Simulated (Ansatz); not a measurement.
Compare A (`BOCCO`) with its isomer B (`BCOCO`).

Program: Ansatz. Geometries: PBE0-D4/def2-TZVP. ΔE: electronic, gas phase. CBS: MP2 limit from def2 TZ/QZ plus the TZ coupled-cluster correction, frozen cores. DFT in def2-TZVPP. B3LYP here is the variant with VWN-RPA as its local correlation; programs differ in this. One conformer a species, not always the lowest.

Problem. Which is lower in electronic energy at CCSD(T)/CBS, and by how much? (Best estimate.)

Solution. Ansatz gave: A, by 37.6 kcal/mol.

Problem. Give E(B) − E(A) in kcal/mol with B2PLYP, PBE-D4, PBE0-D4, B3LYP, CCSD(T)/def2-TZVPP, ωB97M-V, MP2/def2-TZVPP. (Best estimate.)

Solution. Computed: B2PLYP 37.3, PBE-D4 35.2, PBE0-D4 35.7, B3LYP 36.5, CCSD(T)/def2-TZVPP 37.4, ωB97M-V 36.3, MP2/def2-TZVPP 38.1. None reverses the order clearly.

Largest T1 diagnostic: 0.013.
